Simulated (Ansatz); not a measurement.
One change: `CC(C)[NH][Hf]([OH])([OH])[NH]C(C)C` becomes `CC(C)[NH][Ti]([OH])([OH])[NH]C(C)C`.

Ansatz, PBE0-D4/def2-TZVP geometries, multiplicity 1. Each molecule was computed in one conformer, which needn't be the lowest.

Elements past krypton have def2 core potentials. Scalar relativity is left out up to krypton.

```csv
property,`CC(C)[NH][Hf]([OH])([OH])[NH]C(C)C`
HOMO–LUMO gap (B3LYP/def2-TZVPP) / eV,5.63
LUMO energy (ωB97M-V/def2-TZVPP) / eV,1.29
HOMO–LUMO gap (PBE0/def2-TZVPP) / eV,6.14
LUMO energy (B3LYP/def2-TZVPP) / eV,-0.12
HOMO energy (ωB97M-V/def2-TZVPP) / eV,-8.25
LUMO energy (PBE0/def2-TZVPP) / eV,0.17
```

Task: What does the change do to each property? (An estimate is asked.)

Result: Computed: 
| property | `CC(C)[NH][Ti]([OH])([OH])[NH]C(C)C` | shift |
| --- | --- | --- |
| HOMO–LUMO gap (B3LYP/def2-TZVPP) / eV | 4.89 | -0.74 |
| LUMO energy (ωB97M-V/def2-TZVPP) / eV | 1.13 | -0.16 |
| HOMO–LUMO gap (PBE0/def2-TZVPP) / eV | 5.39 | -0.75 |
| LUMO energy (B3LYP/def2-TZVPP) / eV | -1.14 | -1.02 |
| HOMO energy (ωB97M-V/def2-TZVPP) / eV | -8.51 | -0.26 |
| LUMO energy (PBE0/def2-TZVPP) / eV | -0.84 | -1.01 |

With PBE0 the HOMO falls by 0.26 eV and the LUMO falls by 1.01 eV, so the gap narrows by about 0.75 eV. PBE moves the HOMO by -0.28 eV and ωB97M-V by -0.26 eV.

B3LYP here is the variant with VWN-RPA as its local correlation; programs differ in this.
